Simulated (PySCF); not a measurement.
# Adding and removing an electron: GeH

UHF-CCSD; Ge pcseg-1, H pcseg-1; no relativity (PySCF 2.14). Neutral (UHF): doublet (π ↑), Re = 1.595 Å, ωe = 1897 cm⁻¹, De = 2.64 eV.

GeH⁺ (RHF): singlet (closed shell), Re = 1.579 Å, ωe = 2007 cm⁻¹, De = 2.87 eV to Ge⁺ + H. The energies at the minima are -2075.70923 hartree for GeH and -2075.43154 for GeH⁺.

(1) Work out the adiabatic ionisation energy, without and with harmonic zero-point energies (1 hartree = 27.2114 eV, 1 eV = 8065.5 cm⁻¹), and the change of the bond length.

Correlated steps freeze 9 core orbitals. Correlated levels converge slowly with the basis: in double zeta they bind strong bonds too weakly, by up to about 1 eV, and carry superposition errors of some tenths. For an ion De counts to the pair picked by the measured ionisation energies or electron affinities, which need not be the lowest pair at this level. Where the molecule has an RHF reference, its open-shell atoms are computed with UHF. States were picked by a PBE0 search and need not be the measured ground states.

Neutral and ion stand on different kinds of reference determinant, which adds to the error of the difference.

Results:

(1) At CCSD: 0.27769 hartree = 7.556 eV between the minima; the zero-point term (2007.0 − 1897.0)/2 cm⁻¹ = +0.007 eV makes it 7.563 eV. Re changes by -1.6 pm against the neutral. The electron leaves a π orbital, which is non-bonding in a hydride.
